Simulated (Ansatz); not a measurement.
## Ligand exchange: C3H8BF + C2HAlF2 → C2H5BF2 + C3H4AlF

Species: C3H8BF `CCB(C)F`, singlet; C2HAlF2 `C#[C][Al]([F])[F]`, singlet; C2H5BF2 (ethylidifluoroborane) `CCB(F)F`, singlet; C3H4AlF `C#[C][Al]([CH3])[F]`, singlet. The partners trade CH3 for F: B–CH3 and Al–F bonds give way to B–F and Al–CH3.

Shapes, held fixed at every level: PBE0-D4/def2-TZVP. Flexible molecules stand in one conformer, not always the lowest. Programs: Ansatz 0.2.0. Electronic energies: no zero-point or thermal term.

**Question.** Estimate ΔE of this reaction.

**Answer.** The highest level, CCSD(T)/CBS estimate, gives ΔE = +29.4 kJ/mol; the levels span +17.0 to +29.4. The column of differences is taken from that level and isn't an error. No measured value is set beside it here. The CBS estimate extrapolates MP2 from def2-TZVPP and def2-QZVPP and adds CCSD(T) − MP2 in the triple-zeta set, cores frozen.

| level | kind | ΔE (kJ/mol) | less CCSD(T)/CBS estimate |
| --- | --- | --- | --- |
| HF/def2-TZVPP | Hartree–Fock | +22.7 | -6.7 |
| B3LYP-D4/def2-TZVPP | global hybrid | +24.8 | -4.6 |
| BHLYP-D4/def2-TZVPP | global hybrid | +24.7 | -4.7 |
| B2PLYP/def2-TZVPP | double hybrid | +25.8 | -3.6 |
| MP2/def2-TZVPP | perturbation theory | +29.2 | -0.2 |
| CCSD/def2-SVP | coupled cluster or CI | +17.0 | -12.4 |
| CCSD/def2-TZVPP | coupled cluster or CI | +26.5 | -2.9 |
| CCSD(T)/CBS estimate | coupled cluster or CI | +29.4 | 0.0 |
